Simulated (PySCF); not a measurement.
A compound of formula C22H14N2S2 has these computed shifts in ppm, with the number of atoms in brackets (GIAO KT3/pcSseg-1, gas phase, PySCF SCF with an in-house response code, fitting set def2-universal-JFIT, grid level 2, non-relativistic, on the GFN2-xTB geometry; 13C, 1H against isolated TMS; 15N against isolated NH3; 33S against isolated CS2).

15N: 305.0 (2)
1H: 10.31 (1), 8.91 (1), 8.90 (2), 8.44 (1), 7.74 (1), 7.64 (1), 7.58 (1), 7.32 (1), 7.32 (1), 7.11 (1), 6.92 (1), 6.79 (1), 6.73 (1)
13C: 158.7 (1), 149.1 (2), 138.6 (1), 136.9 (1), 135.4 (1), 129.3 (1), 125.6 (1), 125.1 (1), 123.7 (1), 123.0 (1), 122.6 (1), 121.9 (1), 121.2 (1), 120.6 (1), 120.5 (1), 120.3 (1), 120.2 (1), 118.6 (1), 117.4 (1), 116.3 (1), 111.8 (1)
33S: 210.7 (1), 206.3 (1)

Which structure gave them?

c1cnc(-c2ccc(-c3ccc(-c4cccs4)s3)c3ccccc23)nc1. Other isomers were not compared.
